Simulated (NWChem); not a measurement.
Species: CdSiH3Br; SMILES [SiH3][Cd][Br]

Computed with NWChem. STO-3G and 3-21G are far too small for this property and stand as cheap habits. The geometry was optimised at PBE0/def2-SVP. def2 effective core potentials on Cd; no spin-orbit coupling. Field at 589 nm.

```csv
level,isotropic polarisability (bohr³),anisotropy (bohr³),relative time
"B3LYP/STO-3G (all-electron, non-relativistic)",40.9,43.3,1
B3LYP/def2-SVP (core potentials),81.7,70.8,3
B3LYP/def2-SVPD (core potentials),97.8,76.4,6
```

Relative times are rough (shared machine, one core).
